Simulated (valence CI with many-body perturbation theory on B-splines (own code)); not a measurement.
# Which ion has this spectrum?

A relativistic CI+MBPT calculation for an atom or ion with 16 electrons gives these levels (eV):

```csv
J,Parity,E,g
2,even,0.00,1.38
0,even,9.05,
1,even,27.53,1.50
2,even,33.09,1.11
0,even,64.89,
2,odd,105.74,1.49
1,odd,112.30,1.30
2,odd,117.51,1.06
0,odd,119.01,
3,odd,119.23,1.27
4,odd,124.63,1.35
1,odd,125.21,1.40
2,odd,129.59,1.32
0,odd,134.24,
```

The energies are calculated, and their last digits are not significant.

Question: Which is it?
A. Nb25+
B. Ru28+
C. Rh29+
D. Pd30+

Answer: B. Ru28+, ground level (3s^2 3p1/2^2 3p3/2^2) J=2.
